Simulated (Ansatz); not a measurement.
Job for Ansatz (a program for electronic structure): U-CCSD(T)/def2-QZVPP on TlO, 2S+1 = 2, a spin state set in the input, which need not be the lowest, a point of a bond scan (R = 2.029 Å). Elements past Kr take the def2 small-core potentials; no spin–orbit coupling. Files ending in .json are basis or fitting sets from the Basis Set Exchange.

Ansatz 0.2 input:
```yaml
crystal:
  periodic: [false, false, false]
  atoms:
    - {symbol: O, position_ang: [0.00000000, 0.00000000, 0.00000000]}
    - {symbol: Tl, position_ang: [0.00000000, 0.00000000, 2.02851100]}
basis:
  gaussian:
    orbitals: def2-QZVPP.json
    pivot_positions_ang: [[0.00000000, 0.00000000, 0.00000000], [0.00000000, 0.00000000, 2.02851100]]
magnetization: {spin_polarized: true, initial_magnetization: 1}
correlation: {method: ccsd_t, electrons: valence}
output: {orbitals: {seedname: ./end}}
```

Q: Predict the final total energy.

A: -247.0227 hartree (reference determinant -246.3666, T1 diagnostic 0.031).

Q: How many basis functions does it have, and what does it roughly cost on one machine?

A: 139 functions; very roughly 5 core-minutes.
